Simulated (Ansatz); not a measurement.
`N[BH][Al]1[CH2][O]1`. Total charge 0; spin multiplicity 1.

```csv
atom,x (Å),y (Å),z (Å)
N1,-0.8712,1.5032,-1.7013
B2,-0.0846,1.4412,-0.5631
Al3,0.2755,-0.3464,0.5154
C4,0.8502,-1.9180,1.4048
O5,-0.5231,-1.4195,1.5971
H6,-1.0240,2.3637,-2.2045
H7,-1.3597,0.7228,-2.1063
H8,0.4245,2.4654,-0.1997
H9,0.8793,-2.9004,0.9304
H10,1.4332,-1.9118,2.3272
```

**Question.** List the harmonic frequencies (cm⁻¹, unscaled) at PBE0-D4/def2-TZVP in Ansatz. (Best estimate.)

**Answer.** Computed: 20, 94, 124, 278, 456, 500, 665, 667, 677, 710, 887, 919, 981, 1103, 1122, 1144, 1354, 1469, 1654, 2584, 3059, 3124, 3594, 3688.

**Question.** Is this a minimum?

**Answer.** Yes, all 24 modes are real.

**Question.** Give the ideal-gas thermochemistry at 298.15 K and 1 bar (rigid rotor, harmonic oscillator; point group C1, symmetry number 1).

**Answer.** Zero-point energy 184.7 kJ/mol; H(298) − E = 205.1 kJ/mol; entropy 350.4 J/(mol·K), of which translation 164.2, rotation 110.1, vibration 76.1; G(298) − E = 100.6 kJ/mol. Modes under 100 cm⁻¹ are hindered rotations or soft bends, so the harmonic entropy is rough.
